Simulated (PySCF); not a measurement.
Si(F)(NH2) (FH2NSi), SMILES N[Si]F (connectivity only; charge and spin as stated), neutral, multiplicity 1. Atoms are numbered in the order given.

```xyz
5

Si     0.6264    -0.0978     0.0000
F     -0.5336    -1.2317     0.0000
N     -0.3705     1.2817     0.0000
H     -1.3808     1.2668     0.0000
H      0.0070     2.2165     0.0000
```

The structure is a stationary point at PBE0-D3(BJ)/def2-TZVP. Other conformers were not sampled.

Calculation: M06-2X/def2-TZVPD run with PySCF.

Mulliken values depend strongly on the basis, most of all with diffuse functions as here. Atomic charges (e):

| atom | IAO | Mulliken |
|---|---|---|
| Si1 | 0.84 | 0.23 |
| F2 | -0.56 | -0.30 |
| N3 | -0.83 | -0.52 |
| H4 | 0.27 | 0.29 |
| H5 | 0.28 | 0.30 |
